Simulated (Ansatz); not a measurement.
Consider the substitution at a C–N bond: `C[N]([SiH2]Cl)[GeH2][Cl]` + `O[SiH](F)S[SiH2]Cl` → `CO[SiH](F)S[SiH2]Cl` + `Cl[SiH2][NH][GeH2][Cl]`.

Gas-phase electronic energies from Ansatz, PBE0-D4/def2-TZVP geometries. CBS: MP2 limit from def2 TZ/QZ plus the TZ coupled-cluster correction, frozen cores. Functionals use def2-TZVPP. B3LYP here is the variant with VWN-RPA as its local correlation; programs differ in this. For Ge outer-core shells are correlated without core-valence functions, which leaves a few kJ/mol of doubt a bond. Scalar relativity is left out up to krypton. One conformer a species, not always the lowest.

```json
{"level": "PBE-D4", "ΔE (kcal/mol)": "4.5", "difference from CCSD(T)/CBS": "-0.1"}
{"level": "r2SCAN-D4", "ΔE (kcal/mol)": "3.9", "difference from CCSD(T)/CBS": "-0.7"}
{"level": "PBE0-D4", "ΔE (kcal/mol)": "4.3", "difference from CCSD(T)/CBS": "-0.3"}
{"level": "B3LYP-D4", "ΔE (kcal/mol)": "3.6", "difference from CCSD(T)/CBS": "-1.0"}
{"level": "ωB97X-V", "ΔE (kcal/mol)": "3.6", "difference from CCSD(T)/CBS": "-1.0"}
{"level": "ωB97M-V", "ΔE (kcal/mol)": "4.0", "difference from CCSD(T)/CBS": "-0.6"}
{"level": "B2PLYP", "ΔE (kcal/mol)": "3.2", "difference from CCSD(T)/CBS": "-1.4"}
{"level": "PBE", "ΔE (kcal/mol)": "3.4", "difference from CCSD(T)/CBS": "-1.2"}
{"level": "r2SCAN", "ΔE (kcal/mol)": "3.6", "difference from CCSD(T)/CBS": "-1.0"}
{"level": "PBE0", "ΔE (kcal/mol)": "3.3", "difference from CCSD(T)/CBS": "-1.3"}
{"level": "B3LYP", "ΔE (kcal/mol)": "1.9", "difference from CCSD(T)/CBS": "-2.7"}
{"level": "HF/def2-TZVPP", "ΔE (kcal/mol)": "0.1", "difference from CCSD(T)/CBS": "-4.5"}
{"level": "MP2/def2-TZVPP", "ΔE (kcal/mol)": "5.7", "difference from CCSD(T)/CBS": "1.1"}
{"level": "SCS-MP2/def2-TZVPP", "ΔE (kcal/mol)": "4.4", "difference from CCSD(T)/CBS": "-0.2"}
{"level": "CCSD/def2-TZVPP", "ΔE (kcal/mol)": "3.9", "difference from CCSD(T)/CBS": "-0.7"}
{"level": "CCSD(T)/def2-TZVPP", "ΔE (kcal/mol)": "4.5", "difference from CCSD(T)/CBS": "-0.1"}
{"level": "HF/def2-QZVPP", "ΔE (kcal/mol)": "0.0", "difference from CCSD(T)/CBS": "-4.6"}
{"level": "MP2/def2-QZVPP", "ΔE (kcal/mol)": "5.7", "difference from CCSD(T)/CBS": "1.1"}
{"level": "SCS-MP2/def2-QZVPP", "ΔE (kcal/mol)": "4.4", "difference from CCSD(T)/CBS": "-0.2"}
{"level": "HF/CBS(def2)", "ΔE (kcal/mol)": "-0.1", "difference from CCSD(T)/CBS": "-4.7"}
{"level": "MP2/CBS(def2)", "ΔE (kcal/mol)": "5.8", "difference from CCSD(T)/CBS": "1.2"}
{"level": "CCSD/CBS(def2)", "ΔE (kcal/mol)": "4.1", "difference from CCSD(T)/CBS": "-0.5"}
{"level": "CCSD(T)/CBS", "ΔE (kcal/mol)": "4.6", "difference from CCSD(T)/CBS": "0"}
```

Largest T1 diagnostic among the species: 0.011.

The D4 term adds +1.7 kcal/mol with B3LYP and +0.9 kcal/mol with PBE0; it sums over pairs of atoms, weighted by their polarisabilities, and B3LYP, whose exchange is more repulsive, gets the larger term. In def2-TZVPP, CCSD(T) changes the Hartree–Fock value by +4.4 kcal/mol (the triples alone add +0.6 kcal/mol) and MP2 by +5.5 kcal/mol.
